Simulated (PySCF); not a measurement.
C₄H₆OSi, SMILES [SiH3]c1ccco1. Atoms are numbered in the order given.

```xyz
12

Si    -0.0084     2.0505     0.0000
C      0.0989     0.1850     0.0000
C      1.1619    -0.6794     0.0000
C      0.6191    -2.0085     0.0000
C     -0.7352    -1.8509     0.0000
O     -1.0625    -0.5417     0.0000
H     -0.7260     2.5428    -1.2104
H     -0.7260     2.5428     1.2104
H      1.3897     2.5660     0.0000
H      2.2144    -0.3972     0.0000
H      1.1644    -2.9511     0.0000
H     -1.5662    -2.5543     0.0000
```
Charge 0, spin multiplicity 1.

The structure is a stationary point at ωB97X-D3(BJ)/def2-SVP.

Two levels are set side by side: PBE/pcSseg-1 (PySCF) and PBE0/pcSseg-1 (PySCF). GIAO shifts against H2O (¹⁷O), TMS (²⁹Si), TMS (¹H), TMS (¹³C) at the same level; non-relativistic, no solvent, atoms listed together averaged. Differences are taken from unrounded values.

```json
[
 {"quantity": "δ(²⁹Si) of Si1 (ppm)", "PBE0": "-81.4", "PBE": "-86.8", "PBE minus PBE0": "-5.3"},
 {"quantity": "δ(¹³C) of C2 (ppm)", "PBE0": "154.0", "PBE": "150.6", "PBE minus PBE0": "-3.4"},
 {"quantity": "δ(¹³C) of C3 (ppm)", "PBE0": "133.4", "PBE": "130.3", "PBE minus PBE0": "-3.0"},
 {"quantity": "δ(¹³C) of C4 (ppm)", "PBE0": "118.1", "PBE": "116.2", "PBE minus PBE0": "-1.9"},
 {"quantity": "δ(¹³C) of C5 (ppm)", "PBE0": "156.1", "PBE": "152.7", "PBE minus PBE0": "-3.4"},
 {"quantity": "δ(¹⁷O) of O6 (ppm)", "PBE0": "326.0", "PBE": "333.4", "PBE minus PBE0": "7.4"},
 {"quantity": "δ(¹H) of H10 (ppm)", "PBE0": "7.35", "PBE": "7.20", "PBE minus PBE0": "-0.15"},
 {"quantity": "δ(¹H) of H11 (ppm)", "PBE0": "6.87", "PBE": "6.76", "PBE minus PBE0": "-0.11"},
 {"quantity": "δ(¹H) of H12 (ppm)", "PBE0": "8.08", "PBE": "7.96", "PBE minus PBE0": "-0.11"}
]
```

Rough cost on one machine, each run with all the roots and properties that it gave: PBE0 against PBE within a factor of 2.
